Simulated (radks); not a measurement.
Valence configurations of the hafnium ion Hf3+ (all share [Xe]). Calculated with a radial shooting solver on a logarithmic mesh with Libxc functionals: scalar-relativistic Kohn-Sham, SCAN, spin-polarised, spherical densities, finite nucleus; open shells are filled with parallel spins first (spin-orbit coupling, left out, can overturn this in heavy ions); meta-GGA in the generalised Kohn-Sham scheme; Fermi nuclear charge, rms radius 5.347 fm. Energies are relative to 4f14 5d1; eigenvalues in eV for spin up.

| valence | E (eV) | moment (Bohr magnetons) | e(4f) | e(5d) | e(6p) | e(6s) |
|---|---|---|---|---|---|---|
| 4f14 5d1 | 0.000 | 1 | -44.496 | -27.372 | - | - |
| 4f13 5d1 6s1 | 22.086 | 3 | -57.050 | -32.210 | - | -29.468 |
| 4f13.5 5d1.5 | 9.136 | 2 | -48.957 | -28.613 | - | - |
| 4f13 5d2 | 19.590 | 3 | -53.560 | -29.811 | - | - |
| 4f13 5d1 6p1 | 29.924 | 3 | -58.443 | -33.018 | -22.369 | - |
| 4f13.5 5d1 6p0.5 | 13.799 | 2 | -51.363 | -30.226 | -20.768 | - |
| 4f12.5 5d1.5 6p1 | 42.648 | 4 | -63.281 | -34.277 | -22.684 | - |
| 4f13.5 5d1 6s0.5 | 10.118 | 2 | -50.673 | -29.791 | - | -27.897 |
| 4f14 5d0.5 6s0.5 | 0.708 | 1 | -46.156 | -28.523 | - | -27.218 |

NIST lists [Xe] 4f14 5d1 as the ground configuration; this level of theory agrees among the configurations tried. The energies are those of spherical high-spin densities, not of single terms. No valid solution was reached for [Xe] 4f14 6s1.
